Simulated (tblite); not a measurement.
Run record: tight-binding relaxation, `C1[NH][Ge@H]([CH2]/C1=N/[H])/[CH]=C/F`.

Computed with GFN2-xTB geometry optimisation, gas phase (tblite 0.8.0). Start geometry: from a force field or distance geometry. A driver script takes a list of jobs; this job's settings line and coordinates (Å) are shown.

Command:
```bash
OMP_NUM_THREADS=1 python probes_run.py task.json out
```

Input:
```
{"job": {"kind": "relax", "xc": "GFN2-xTB", "basis": "xTB"}, "charge": 0, "multiplicity": 1}
N     -2.773500     0.106200    -0.394900
C     -1.607100    -0.084500     0.064800
C     -0.915500    -1.445700    -0.061900
N      0.334700    -1.513300     0.682700
Ge     0.800400     0.216300     1.152600
C      2.181000     0.862100    -0.026800
C      2.036700     0.820600    -1.351500
F      3.028800     1.281100    -2.156400
C     -0.864300     1.025300     0.733200
H     -3.309800    -0.644400    -0.861000
H     -1.624000    -2.242000     0.274900
H     -0.711300    -1.623400    -1.137800
H      0.138100    -2.009800     1.604900
H      1.177000     0.341100     2.642000
H      3.093200     1.274400     0.409400
H      1.126000     0.417700    -1.776200
H     -0.729200     1.883500     0.036900
H     -1.390000     1.341100     1.660000
```

Output:
```
step      E/eV     max force
  0    -753.95490    2.161
  1    -754.14721    1.557
  2    -754.20952    0.973
  3    -754.26417    0.540
  4    -754.30662    0.501
  5    -754.32155    0.424
  6    -754.33510    0.327
  7    -754.34566    0.241
  8    -754.35790    0.236
  9    -754.36764    0.209
... (144 lines left out)
154    -754.51306    0.044
155    -754.51332    0.042
156    -754.51364    0.038
157    -754.51394    0.043
158    -754.51424    0.050
159    -754.51446    0.036
160    -754.51461    0.028
161    -754.51468    0.023
162    -754.51472    0.013
163    -754.51475    0.009
```

«max force» is the largest atomic force in eV/Å.

Q: From which step on does the largest force stay under 0.1 eV/Å, and how much energy is left to gain from there?

A: From step 127 (0.074 eV/Å), 5.9 meV above the end.

In short: energy lowered by 12.9 kcal/mol over 163 steps; largest atomic force 0.009 eV/Å at the end.

Q: Where do the atoms end?

A: 0.525 Å rms from the input after alignment:
```
atom  x, y, z in Å
N1    -2.2662    0.2526   -1.0356
C2    -1.5191   -0.0520   -0.0707
C3    -1.0246   -1.4484    0.2584
N4     0.0892   -1.3719    1.1907
Ge5    0.8087    0.3032    1.2624
C6     2.1728    0.7050   -0.0984
C7     1.8134    0.9576   -1.3420
F8     2.7064    1.1753   -2.3215
C9    -0.9862    1.0144    0.8270
H10   -2.5751   -0.5310   -1.6092
H11   -1.8491   -2.0203    0.7077
H12   -0.7568   -1.9473   -0.6844
H13    0.6261   -2.2246    1.2246
H14    1.3720    0.4808    2.6503
H15    3.2238    0.6673    0.1477
H16    0.7976    1.0293   -1.7075
H17   -1.0629    1.9879    0.3523
H18   -1.5789    1.0283    1.7433
```

Q: Estimate the wall time. Hardware: one thread, Arm Neoverse V2 (aarch64), no GPU, shared host with 32 logical CPUs at a one-minute load of 29.

A: About 1.1 s.
Labels such as C1 count atoms from 1, the log's own numbers from 0.
